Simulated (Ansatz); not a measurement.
`B[SiH2]O` + `OCF` → `BOCF` + silanol at 400 K and 1 bar (cleavage of the B–Si bond).

Program: Ansatz. Geometries: PBE0-D4/def2-TZVP. ΔE: electronic, gas phase. CBS: MP2 limit from def2 TZ/QZ plus the TZ coupled-cluster correction, frozen cores. Each species was taken in one conformer, which may not be the lowest.

| species | CCSD(T)/CBS energy (Eh) | H − E (kJ/mol) | S (J/(mol·K)) |
| --- | --- | --- | --- |
| `B[SiH2]O` | -392.05150 | 158.9 | 327.5 |
| `OCF` | -214.81254 | 136.0 | 272.5 |
| `BOCF` | -240.23545 | 172.4 | 310.7 |
| `O[SiH3]` | -366.69042 | 120.0 | 276.4 |

H − E and S are ideal-gas, rigid-rotor, harmonic terms from PBE0-D4/def2-TZVP, for one conformer and one mirror image of each species. 1 Eh = 2625.50 kJ/mol, R = 8.31446 J/(mol·K).

Question: By hand: ΔE, ΔH, ΔS and ΔG.

Answer: ΔE = (-240.23545) + (-366.69042) − (-392.05150) − (-214.81254) = -0.06183 Eh = -162.3 kJ/mol. Δ(H − E) = 172.4 + 120.0 − 158.9 − 136.0 = -2.5, so ΔH = -164.8 kJ/mol. ΔS = 310.7 + 276.4 − 327.5 − 272.5 = -12.9 J/(mol·K). ΔG = -164.8 − 400 × (-12.9)/1000 = -159.6 kJ/mol.

Question: By hand: the equilibrium constant, and the temperature at which ΔG would vanish if ΔH and ΔS stayed fixed.

Answer: log₁₀ K = −ΔG/(RT ln 10) = 20.8. ΔG = 0 at ΔH/ΔS = 12775 K, far beyond where these terms or the molecules hold.

The number of gas molecules stays the same, so ΔS is small and ΔH decides. A doubt of 5 kJ/mol in ΔE shifts log₁₀ K by 0.7 here. Other conformers and mirror images would add mixing entropy, several J/(mol·K) or more a flexible species. These are equilibria of isolated gas molecules and say nothing of rates. Largest T1 diagnostic: 0.013 (customary marks: 0.02 for closed shells, 0.045 for open ones).
